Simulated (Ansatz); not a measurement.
# Reading a saddle point

A first-order saddle point of CH5FZn, closed shell, PBE0-D4/def2-TZVP, with one imaginary mode of 918i cm⁻¹:

Zn1  (0.011, -0.050, -0.491)
F2  (-1.412, 0.011, -1.943)
C3  (0.211, 0.110, 1.425)
H4  (-0.263, -0.187, -2.283)
H5  (0.706, -0.309, -2.110)
H6  (-0.760, 0.298, 1.885)
H7  (0.882, 0.935, 1.672)
H8  (0.626, -0.808, 1.844)
(Å)

Program: Ansatz 0.2.0. Basis: def2-TZVPP and def2-QZVPP. Cores are frozen in the correlated methods. The 3s and 3p shells of Cu and Zn are frozen; filled d shells are correlated. Extrapolation: Hartree–Fock as exp(−7.88 √X), correlation as X^−2.97.

Task: Which contacts change along the imaginary mode, and what lies on either side? (A judgement: the text doesn't fix the answer.)

Result: By the calculation: The step is CH₃FZn ([CH3][Zn][F]) + H₂ → CH₄Zn ([CH3][ZnH]) + HF, with the molecules in contact on both sides. Shortening one way: Zn1–H5, F2–H4; lengthening the same way: Zn1–F2, H4–H5.
```tsv
pair	one side (Å)	saddle (Å)	other side (Å)
Zn1–H5	3.09	1.78	1.56
F2–H4	2.61	1.21	0.94
Zn1–F2	1.76	2.03	3.15
H4–H5	0.75	0.99	1.60
```

Task: Which side is lower, and how far does the saddle lie above each? (Judge from chemistry; the value comes from the calculation.)

Result: Computed: The side with Zn1–F2, H4–H5 short is lower by 59.2 kJ/mol; the saddle lies 112.6 kJ/mol above it and 53.5 kJ/mol above the other (CCSD(T) at an estimated basis limit (MP2 extrapolated from triple and quadruple zeta, plus CCSD(T) − MP2 in triple zeta); electronic energies).

T1 diagnostic: at most 0.016.

Labels in which every atom is bracketed show which atoms are joined, not bond orders.

For scale, one of the runs: CCSD(T)/def2-TZVPP, 196 basis functions, launched by `ansatz run in.yaml --threads 4 --pin off --events-out ev --progress --plain --max-ram 9574MiB`. The run took 64 s on 4 CPU threads of an Intel Xeon (shared host), with 2.3 GiB of host memory at its peak.
